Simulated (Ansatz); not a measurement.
Reaction (atomization): `O[CH2][InH][I]` → C• + 4 H• + I• + In• + O•

Computed with Ansatz on PBE0-D4/def2-TZVP structures; ΔE is electronic, products minus reactants. CCSD(T)/CBS adds triple-zeta CCSD(T) − MP2 to the extrapolated MP2 energy (def2 sets, frozen cores). This one scheme is used for every species, atoms too. DFT in def2-TZVPP. No spin–orbit coupling; open shells (•) take unrestricted orbitals. Spin–orbit coupling would lower the free atoms: a little for C, O; strongly for I, In. def2 core potentials past Kr. Bonds to I, In are less sure, by a few kJ/mol each and by 10 to 20 or more in all where they break to atoms, as the def2 sets lack core-valence functions. One conformer a species, not always the lowest.

```tsv
level	ΔE (kJ/mol)
B2PLYP	2347.8
SCS-MP2/def2-QZVPP	2399.8
```

**Question.** What does CCSD(T)/CBS give? (Estimate.)

**Answer.** Computed: +2415.9 kJ/mol. The listed levels differ from it by -68.1, -16.1 kJ/mol.

Largest T1 diagnostic among the species: 0.015.

From PBE to PBE0 (25 % exact exchange), in def2-TZVPP and without D4, ΔE moves by −47.9 kJ/mol: exact exchange takes away binding that semilocal exchange gives to molecules. At CCSD(T), def2-SVP lies −183.4 kJ/mol from the extrapolated value and def2-TZVPP −80.1 kJ/mol: correlation converges slowly with the basis, and small sets miss more of it in the bonded molecule than in its fragments.

For atomizations the MP2-based limit and the directly extrapolated one differ by several kJ/mol either way, and by 10 to 25 for some Ge, Se and Sn compounds, so smaller differences from it don't rank the levels.
